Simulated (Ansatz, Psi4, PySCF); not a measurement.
OZn, singlet, geometry from GFN2-xTB (such geometries of metal compounds can be far from the true shape). Base run: PBE0/def2-SVP in PySCF.

Geometry (Å):
```xyz
2

Zn     0.0000     0.0000    -0.3382
O      0.0000     0.0000     1.2684
```
All else is at PySCF's defaults.

The same geometry, method and basis name were run in Ansatz (a program for electronic structure) and Psi4 and PySCF, at each program's defaults and at the settings that a row names. The base is PySCF at its defaults. Differences at the defaults can come from grids, fitting, cores and function types together.

| code and settings | ΔE vs base (mEh) | basis functions | E (Eh) | SCF cycles | dipole (D) |
|---|---|---|---|---|---|
| PySCF, defaults (exact integrals, its default grid, spherical functions) | 0.000 | 45 | -1853.83651 | 12 | 5.44 |
| Psi4, defaults (density fitting with its default set, its default grid, spherical functions) | -0.008 | 45 | -1853.83652 | 11 | 5.44 |
| Ansatz, defaults (factorised integrals, its default grid, spherical functions) | 0.001 | 45 | -1853.83651 | - | - |
| PySCF, density fitting with def2-universal-jkfit | -0.001 | 45 | -1853.83652 | 12 | 5.44 |
| PySCF, fine grid | -0.001 | 45 | -1853.83652 | 12 | 5.44 |
| Psi4, exact integrals, spherical functions, fine grid | 0.000 | 45 | -1853.83651 | 14 | 5.44 |
| Ansatz, high accuracy | -0.001 | 45 | -1853.83652 | - | - |
